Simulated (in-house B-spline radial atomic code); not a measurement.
# Ionising Cd VII (Cd6+) with different functionals

Computed with a radial B-spline atomic code at the basis-set limit: four-component Dirac-Coulomb Hamiltonian, Fermi nucleus of rms radius 4.6087 fm, spin-restricted, spherical fractional occupations for the functionals, and exact exchange of hybrids averaged over the configuration. The ionisation energy is the difference of two self-consistent energies, [Kr] 4d6 → [Kr] 4d5, without Breit or QED terms; ε is the level of the shell that loses the electron (mean over j). The electron is taken from both j subshells in proportion to 2j + 1, so the result is a j average, not the step between ground levels.

| method | rung | ΔSCF (eV) | -ε(4d) (eV) |
| --- | --- | --- | --- |
| PBE0 | global hybrid | 109.02 | 101.96 |
| B3LYP | global hybrid | 109.02 | 101.40 |
| BHandHLYP | global hybrid | 108.81 | 104.50 |
| CAM-B3LYP | range-separated hybrid | 108.97 | 103.37 |

(1) Among the functionals, which spreads more, the ΔSCF values or the orbital energies?

(2) How do they compare with the NIST value?

Answers

(1) The orbital energies: ΔSCF values span about 0.21 eV and the orbital energies 3.10 eV; here energy differences depend much less on the functional than eigenvalues do.

(2) NIST lists 105 eV ± 2 (tabulated theory, ground level to ground level). Errors run from +3.81 to +4.02 eV. The correlated functionals all miss on the same side by more than they spread, so the cause is common to them (Breit-QED terms, spin polarisation, the choice among j levels, multiplet and fine-structure energies, or a listed next ion that isn't the cheapest removal here) and closeness doesn't rank the functionals.
